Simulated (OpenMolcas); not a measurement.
Cu6+, Ag6+, Au6+: d⁵ down the group

```yaml
Program: OpenMolcas 26.06
Method: SS-CASPT2, IPEA 0.25 Eh, imaginary shift 0.1 Eh
Basis: ANO-RCC-VTZP
Scalar_Hamiltonian: DKH2, point nucleus
Spin-orbit_coupling: state interaction with AMFI integrals over the reference wave functions, term energies averaged over their components
```

Active space for each ion: 5 electrons in 10 orbitals (d d); closed shells correlated by CASPT2: Cu6+ 3s 3p; Ag6+ 4s 4p; Au6+ 5s 5p.

Computed levels in cm-1 above ⁶S_5/2:

```tsv
Level	Cu6+	Ag6+	Au6+
⁴G_7/2	47960	32250	27650
⁴G_11/2	48060	32580	29920
⁴G_9/2	48070	32740	31570
⁴P_1/2	53240	36570	33410
⁴D_7/2	57380	38560	38600
⁴D_1/2	57690	40550	45150
²I_11/2	70010	46980	45250
²I_13/2	70350	48450	50430
²F_7/2(1)	77330	55920	65180
weight of ⁶S in the lowest level (%)	100	98	75
```

Mixed levels, with the weight of the term that names them: Ag6+ ⁴P_1/2 (69 %), Ag6+ ⁴D_1/2 (70 %), Ag6+ ²F_7/2(1) (54 %), Au6+ ⁶S_5/2 (75 %), Au6+ ⁴G_7/2 (55 %), Au6+ ⁴G_11/2 (69 %), Au6+ ⁴G_9/2 (74 %), Au6+ ⁴P_1/2 (59 %), Au6+ ⁴D_7/2 (50 %), Au6+ ⁴D_1/2 (68 %), Au6+ ²I_11/2 (67 %), Au6+ ²F_7/2(1) (54 %).

Measured, with the error of the calculation in %. Measured levels: Cu6+, Ag6+ from the list in Gamrath, thesis, University of Mons (2023).

```
    Level          Cu6+          Ag6+
   ⁴G_7/2                30378 (+6.2)
  ⁴G_11/2                30662 (+6.3)
   ⁴G_9/2                30907 (+5.9)
   ⁴P_1/2  51407 (+3.6)  34605 (+5.7)
   ⁴D_7/2  55742 (+2.9)  36485 (+5.7)
   ⁴D_1/2  56210 (+2.6)  38685 (+4.8)
  ²I_11/2  67757 (+3.3)  44011 (+6.7)
  ²I_13/2  67918 (+3.6)  45546 (+6.4)
²F_7/2(1)  74408 (+3.9)
```

Without spin-orbit coupling ⁴G lies 48010, 32460, 28720 cm-1 above ⁶S in that order; the difference to the level ⁴G_7/2, of either sign, comes from spin-orbit coupling, which also lowers the zero.

Term energies are means over components that CASPT2 splits; among the terms shown or strongly mixed into the levels shown the widest spread is 130 cm-1 (4d⁵ ²H, Ag6+). Active for correlation alone: 4d; no level in the range computed is led by a configuration that fills it, so any true level of that kind is missing (holds for Cu6+). Active for correlation alone: 5d; no level in the range computed is led by a configuration that fills it, so any true level of that kind is missing (holds for Ag6+). Active for correlation alone: 6d; no level in the range computed is led by a configuration that fills it, so any true level of that kind is missing (holds for Au6+). Measured partners are found by configuration, term and J. A level has none where our copy of the source lacks it or the pairing is in doubt (some pairs that miss far off the trend of their configuration count as doubtful), and it then counts in no deviation. Levels of configurations outside the active space are missing.

A number in round brackets counts repeated terms of one configuration in the order of the reference energies.
